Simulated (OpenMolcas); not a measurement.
A calculation on C2+.

```json
{
 "Program": "OpenMolcas",
 "Method": "SS-CASPT2, IPEA 0.25 Eh, imaginary shift 0.1 Eh (closed shells correlated: 1s)",
 "Basis": "ANO-RCC-VQZP [5s4p3d2f1g]",
 "Scalar Hamiltonian": "DKH2, point nucleus",
 "Active space": "2 electrons in 8 orbitals (2s 2p 3s 3p)",
 "State averaging": "2S+1 = 3 even, 3 roots (0 in the spin-orbit step); 2S+1 = 1 even, 1 root; 2S+1 = 3 odd, 3 roots; 2S+1 = 1 odd, 3 roots",
 "Spin-orbit coupling": "state interaction with AMFI integrals over the reference wave functions, term energies averaged over their components"
}
```

(1) Which level of the active space comes out lowest?

(2) How high does 2s 2p 3P* 2 lie?

(3) How high does 2s 2p 1P* 1 lie?

(4) How high does 2s 2p 3P* 0 lie?

Measured values: Moore, Selected Tables of Atomic Spectra, NSRDS-NBS 3, section 3.

Answers

(1) 2s2 1S0, with 100 % of that term; it is also the measured ground level.

(2) 52515 cm-1 above the lowest level; measured 52447 cm-1 above the ground level, so the calculation is off by 0 %.

(3) 103609 cm-1 above the lowest level; measured 102352 cm-1 above the ground level, so the calculation is off by +1 %.

(4) 52435 cm-1 above the lowest level; measured 52367 cm-1 above the ground level, so the calculation is off by 0 %.

Active for correlation alone: 3p 3s; no level in the range computed is led by a configuration that fills them, so any true level of that kind is missing. Measured partners are found by configuration, term and J. A level has none where our copy of the source lacks it or the pairing is in doubt (some pairs that miss far off the trend of their configuration count as doubtful), and it then counts in no deviation. Only configurations of the active space appear.

* marks odd parity.
